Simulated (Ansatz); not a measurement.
C2H5N, SMILES `C[C]N` (excited triplet) (charge 0, multiplicity 3). This triplet is an excited state, 1.64 eV above the relaxed singlet at the level frozen-core CCSD(T)/cc-pVTZ // B3LYP-D3(BJ)/def2-TZVP (Ansatz, a first-principles code).

Cartesian coordinates (Å):
```xyz
8

C     -1.1240    -0.1247    -0.2362
C      0.2804    -0.3715    -0.6320
N      1.3974     0.2193    -0.0926
H     -1.4009     0.9311    -0.3701
H     -1.2936    -0.3691     0.8225
H     -1.8066    -0.7293    -0.8337
H      1.9225     0.8333    -0.7054
H      2.0249    -0.3890     0.4217
```
Charge 0, spin multiplicity 3.

Frozen-core energies in 6-31g from Ansatz at a geometry from B3LYP-D3(BJ)/def2-TZVP; the HF reference has <S^2> = 2.01 and the T1 diagnostic is 0.015.

```tsv
level	energy (Ha)
HF	-132.94634
MP2	-133.19553
CCSD	-133.22994
```

**Question.** Estimate the energies of CCSD(T), CCSDT and CCSDT(Q), and give each level's difference from CCSDT(Q).

**Answer.** 
```tsv
level	energy (Ha)	difference from CCSDT(Q) (mHa)
MP2	-133.19553	41.21
CCSD	-133.22994	6.81
CCSD(T)	-133.23558	1.16
CCSDT	-133.23624	0.50
CCSDT(Q)	-133.23674	0.00
```
